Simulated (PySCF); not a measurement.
Compound: C2H8O3SSi3.
Atom-mapped SMILES: `[CH3:1][C:2](=[S:3])[SiH:4]1[O:5][SiH2:6][O:7][SiH2:8][O:9]1`

NICS is the negative of the GIAO shielding at a point without a nucleus: at the ring centre (0) and 1 Å above and below it (1); zz is the component along the ring normal. Level: GIAO PBE0/pcSseg-1 (PySCF, non-relativistic, gas phase) on the GFN2-xTB geometry, one conformer.

Ring bond lengths (Å), with Mayer bond orders in brackets: Si4–O5 1.621 (0.96), O5–Si6 1.631 (0.92), Si6–O7 1.624 (0.94), O7–Si8 1.625 (0.93), Si8–O9 1.631 (0.92), O9–Si4 1.621 (0.96).

**Question.** What do the NICS probes read (ppm)?

**Answer.** 
```csv
ring,type,NICS(0),"NICS(1), two faces","NICS(1)zz, two faces",rms pucker (Å),"centre to ring atoms, mean (Å)"
Si4–O5–Si6–O7–Si8–O9,6-membered ring with 3 O and 3 Si; formal bonds all single,-2.4,-0.1 / -0.1,2.8 / 1.7,0.02,1.62
```

**Question.** What do they say, and how far can they be read as aromaticity?

**Answer.** 
- Si4–O5–Si6–O7–Si8–O9: mean NICS(1)zz 2.2 ppm, near zero. Si4, Si6, Si8 have four or more neighbours, and the NICS criterion for π rings isn't applied.

**Question.** Give the inner angles of the rings and the Hirshfeld charges of the ring atoms.

**Answer.** 
- Si4–O5–Si6–O7–Si8–O9: Si4 110.3° (+0.457 e), O5 130.3° (-0.309 e), Si6 108.6° (+0.468 e), O7 131.7° (-0.309 e), Si8 108.6° (+0.467 e), O9 130.2° (-0.308 e); sum 719.7° against 720° for a flat convex ring.
